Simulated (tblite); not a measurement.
Compound: C6H17PSi.
Bonds: C1–C2, C2–P3, P3–C4, C4–Si5, Si5–C6, Si5–C7, Si5–C8. Hydrogens: H9, H10, H11 on C1; H12, H13 on C2; H14 on P3; H15, H16 on C4; H17, H18, H19 on C6; H20, H21, H22 on C7; H23, H24, H25 on C8.

Computed with GFN2-xTB (tblite), gas phase: L-BFGS steps from a force-field or distance-geometry start until the largest atomic force falls under 0.01 eV/Å.

Step 14: E = -700.1750 eV
```
atom  x, y, z in Å  |  force x, y, z in eV/Å
C1      4.1693    0.3078    0.0845   -0.016  -0.003   0.010
C2      2.8887   -0.4486    0.4173    0.021   0.007   0.012
P3      1.4240    0.2572   -0.5024    0.012  -0.043   0.027
C4      0.0837   -0.6918    0.3522    0.022   0.016   0.004
Si5    -1.6494   -0.0565   -0.1672   -0.002   0.003   0.008
C6     -2.9587   -1.1185    0.7244   -0.026  -0.018   0.022
C7     -1.8680   -0.2281   -2.0530   -0.002   0.004  -0.008
C8     -1.8506    1.7673    0.3568   -0.010   0.011   0.001
H9      4.0859    1.3513    0.3859   -0.004  -0.019  -0.007
H10     4.3549    0.2788   -0.9882    0.008   0.003   0.029
H11     5.0228   -0.1330    0.5984   -0.017   0.006  -0.013
H12     2.6944   -0.4295    1.4949    0.003   0.009  -0.037
H13     2.9869   -1.4968    0.1131   -0.008   0.031  -0.003
H14     1.3141    1.4018    0.3040    0.012  -0.015  -0.018
H15     0.1978   -1.7390    0.0616   -0.011   0.041  -0.025
H16     0.2300   -0.6340    1.4330   -0.021   0.003  -0.043
H17    -2.8740   -2.1664    0.4552    0.006  -0.010  -0.005
H18    -3.9584   -0.7938    0.4571   -0.018   0.002   0.003
H19    -2.8710   -1.0501    1.8041    0.003   0.006   0.007
H20    -1.7060   -1.2500   -2.3832    0.002   0.000   0.023
H21    -2.8719    0.0571   -2.3532    0.003   0.003  -0.002
H22    -1.1695    0.4025   -2.5944    0.025   0.005   0.032
H23    -2.8558    2.1223    0.1511   -0.001  -0.001  -0.009
H24    -1.6708    1.9018    1.4198    0.011  -0.013  -0.005
H25    -1.1593    2.4122   -0.1782    0.008  -0.027  -0.002
```

Step 15: E = -700.1755 eV
```
atom  x, y, z in Å  |  force x, y, z in eV/Å
C1      4.1696    0.3072    0.0848   -0.015   0.009   0.008
C2      2.8883   -0.4483    0.4170    0.046  -0.003   0.016
P3      1.4245    0.2575   -0.5034    0.018  -0.039   0.007
C4      0.0827   -0.6905    0.3490    0.030   0.011   0.013
Si5    -1.6512   -0.0562   -0.1663   -0.017  -0.005  -0.002
C6     -2.9600   -1.1191    0.7252   -0.032  -0.023   0.027
C7     -1.8680   -0.2278   -2.0521   -0.001   0.002  -0.014
C8     -1.8514    1.7673    0.3570   -0.006   0.012   0.001
H9      4.0847    1.3505    0.3856    0.005  -0.011   0.001
H10     4.3557    0.2800   -0.9880    0.008  -0.007   0.035
H11     5.0236   -0.1333    0.5993   -0.035   0.013  -0.022
H12     2.6946   -0.4300    1.4945   -0.003   0.018  -0.027
H13     2.9894   -1.4962    0.1149   -0.022   0.014  -0.018
H14     1.3161    1.4022    0.3028    0.008  -0.013  -0.016
H15     0.1966   -1.7376    0.0595   -0.011   0.033  -0.034
H16     0.2304   -0.6331    1.4290   -0.022   0.005  -0.016
H17    -2.8755   -2.1671    0.4564    0.011  -0.010  -0.008
H18    -3.9606   -0.7959    0.4592   -0.015   0.008  -0.004
H19    -2.8728   -1.0512    1.8049    0.009   0.007   0.011
H20    -1.7054   -1.2499   -2.3816    0.002   0.004   0.022
H21    -2.8710    0.0577   -2.3553    0.010   0.004   0.001
H22    -1.1669    0.4026   -2.5907    0.018   0.001   0.028
H23    -2.8559    2.1242    0.1507    0.003  -0.002  -0.005
H24    -1.6701    1.9016    1.4196    0.005  -0.009  -0.003
H25    -1.1584    2.4095   -0.1788    0.007  -0.020  -0.003
```

Step 16: E = -700.1760 eV
```
atom  x, y, z in Å  |  force x, y, z in eV/Å
C1      4.1697    0.3068    0.0853   -0.007   0.019   0.004
C2      2.8885   -0.4480    0.4169    0.047  -0.012   0.013
P3      1.4254    0.2570   -0.5043    0.023  -0.021  -0.018
C4      0.0821   -0.6889    0.3460    0.020   0.007   0.014
Si5    -1.6534   -0.0561   -0.1653   -0.028  -0.013  -0.006
C6     -2.9618   -1.1201    0.7265   -0.028  -0.019   0.021
C7     -1.8679   -0.2274   -2.0513    0.001   0.001  -0.008
C8     -1.8523    1.7675    0.3571    0.000   0.004   0.000
H9      4.0837    1.3497    0.3854    0.010   0.006   0.011
H10     4.3567    0.2810   -0.9872    0.006  -0.015   0.026
H11     5.0238   -0.1334    0.5998   -0.037   0.014  -0.020
H12     2.6947   -0.4301    1.4937   -0.008   0.024  -0.004
H13     2.9915   -1.4955    0.1164   -0.028  -0.009  -0.030
H14     1.3182    1.4023    0.3013    0.005  -0.013  -0.014
H15     0.1952   -1.7358    0.0568   -0.009   0.018  -0.041
H16     0.2305   -0.6321    1.4249   -0.019   0.005   0.019
H17    -2.8768   -2.1681    0.4574    0.012  -0.008  -0.007
H18    -3.9631   -0.7979    0.4614   -0.009   0.010  -0.006
H19    -2.8744   -1.0521    1.8061    0.011   0.007   0.014
H20    -1.7048   -1.2499   -2.3797    0.002   0.006   0.017
H21    -2.8700    0.0583   -2.3574    0.014   0.006   0.001
H22    -1.1640    0.4028   -2.5866    0.011  -0.003   0.021
H23    -2.8559    2.1262    0.1503    0.005  -0.001   0.000
H24    -1.6694    1.9013    1.4195   -0.001  -0.003  -0.001
H25    -1.1574    2.4066   -0.1795    0.007  -0.010  -0.004
```

Task: Estimate the geometry and energy of step 17. (The exact step hangs on the optimiser's Hessian estimate; all steps are aligned on step 16, rigid shifts and turns removed.)

Result: E = -700.1764 eV, largest force 0.052 eV/Å
```
atom  x, y, z in Å  |  force x, y, z in eV/Å
C1      4.1697    0.3068    0.0858    0.002   0.023   0.001
C2      2.8895   -0.4480    0.4170    0.025  -0.017   0.004
P3      1.4269    0.2562   -0.5054    0.022  -0.002  -0.034
C4      0.0818   -0.6873    0.3434    0.001   0.003   0.008
Si5    -1.6558   -0.0562   -0.1645   -0.028  -0.016  -0.004
C6     -2.9640   -1.1214    0.7280   -0.015  -0.010   0.010
C7     -1.8678   -0.2271   -2.0507    0.004   0.000   0.003
C8     -1.8531    1.7677    0.3573    0.006  -0.007  -0.002
H9      4.0830    1.3492    0.3854    0.011   0.025   0.020
H10     4.3576    0.2816   -0.9861    0.005  -0.018   0.007
H11     5.0235   -0.1332    0.5999   -0.022   0.009  -0.008
H12     2.6947   -0.4298    1.4929   -0.010   0.025   0.018
H13     2.9928   -1.4951    0.1172   -0.026  -0.028  -0.035
H14     1.3202    1.4020    0.2996    0.004  -0.012  -0.016
H15     0.1938   -1.7337    0.0535   -0.007   0.004  -0.041
H16     0.2303   -0.6311    1.4216   -0.015   0.003   0.044
H17    -2.8778   -2.1692    0.4583    0.009  -0.004  -0.003
H18    -3.9656   -0.7995    0.4632   -0.004   0.008  -0.005
H19    -2.8756   -1.0529    1.8075    0.010   0.003   0.014
H20    -1.7042   -1.2498   -2.3777    0.003   0.004   0.010
H21    -2.8688    0.0590   -2.3594    0.013   0.008  -0.002
H22    -1.1611    0.4028   -2.5825    0.006  -0.005   0.013
H23    -2.8559    2.1280    0.1498    0.005   0.002   0.004
H24    -1.6687    1.9011    1.4193   -0.006   0.002   0.001
H25    -1.1563    2.4039   -0.1802    0.006  -0.002  -0.005
```

The energy changes by -0.0004 eV. The first-order estimate −F·Δx gives -0.0006 eV and the mean of the old and new forces, exact on a quadratic surface, -0.0004 eV. The step makes an angle of 68° with the force vector and moves no atom by more than 0.005 Å.

The cost below is that of the whole relaxation. Time: 0.7 s wall. Hardware: one thread, Arm Neoverse V2 (aarch64), no GPU, shared host with 192 logical CPUs at a one-minute load of 76.
